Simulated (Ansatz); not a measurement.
Ga4As5H16⁺, a cluster cut from zinc blende GaAs (hydrogen-capped). Total charge 1; triplet. Geometry r2SCAN-D4/def2-SVP, that of the charge +1 singlet; atoms count from 1.

```xyz
25

Ga    2.208   -0.659   -0.951
Ga   -0.316    3.029   -0.499
Ga   -2.155   -1.479   -1.656
Ga   -0.546   -0.389    2.401
As    0.319   -1.781   -2.082
As    1.765    1.762   -1.171
As    1.657   -1.050    1.446
As   -0.653    2.002    1.785
As   -2.113   -1.536    0.871
H     3.631   -1.138   -1.343
H    -1.447    2.423   -1.373
H     0.109    4.502   -0.271
H    -2.851   -2.785   -2.120
H    -2.438    0.004   -2.014
H    -0.690   -0.721    3.910
H     0.567   -1.528   -3.548
H     0.691   -3.244   -2.065
H     2.028    2.051   -2.629
H     3.001    2.421   -0.610
H     2.750   -0.454    2.297
H     1.903   -2.504    1.765
H     0.202    2.692    2.820
H    -1.997    2.454    2.301
H    -2.149   -2.958    1.375
H    -3.476   -1.115    1.362
```

The gap within one spin of the charge 1 triplet nearly closes, so an electron or hole may be smeared out by delocalisation error. At PBE-D4/def2-SVP a singlet of charge 1 lies 4.88 eV below the triplet at the same geometry.

Problem. Estimate the Mulliken populations from the PBE/def2-SVP orbitals of Ansatz.

Solution. 
| atom | charge (e) | spin (α − β) |
| --- | --- | --- |
| Ga1 | 0.16 | 0.14 |
| Ga2 | 0.13 | 0.07 |
| Ga3 | 0.13 | 0.07 |
| Ga4 | 0.16 | 0.14 |
| As5 | -0.01 | 0.14 |
| As6 | 0.01 | 0.18 |
| As7 | -0.09 | 0.27 |
| As8 | -0.01 | 0.14 |
| As9 | 0.01 | 0.18 |
| H10 | 0.04 | 0.02 |
| H11 | -0.03 | 0.01 |
| H12 | 0.03 | 0.08 |
| H13 | 0.03 | 0.08 |
| H14 | -0.02 | 0.01 |
| H15 | 0.04 | 0.02 |
| H16 | 0.03 | 0.08 |
| H17 | 0.07 | -0.01 |
| H18 | 0.02 | 0.08 |
| H19 | 0.07 | -0.01 |
| H20 | 0.03 | 0.08 |
| H21 | 0.03 | 0.08 |
| H22 | 0.07 | -0.01 |
| H23 | 0.03 | 0.08 |
| H24 | 0.07 | -0.01 |
| H25 | 0.02 | 0.08 |
Mulliken values depend strongly on the basis.

Problem. Where does the spin sit?

Solution. Summed by element: Ga 0.43, As 0.90, H 0.67, of 2 unpaired in all. Largest on single atoms: As7 0.27, As9 0.18, As6 0.18.

Problem. And the Mayer bond orders between heavy atoms (over 0.3)?

Solution. Ga1–As5 0.74 (2.47 Å); Ga1–As6 0.74 (2.47 Å); Ga1–As7 0.80 (2.49 Å); Ga2–As6 0.62 (2.53 Å); Ga2–As8 0.67 (2.53 Å); Ga3–As5 0.67 (2.53 Å); Ga3–As9 0.62 (2.53 Å); Ga4–As7 0.80 (2.49 Å); Ga4–As8 0.74 (2.47 Å); Ga4–As9 0.74 (2.47 Å).
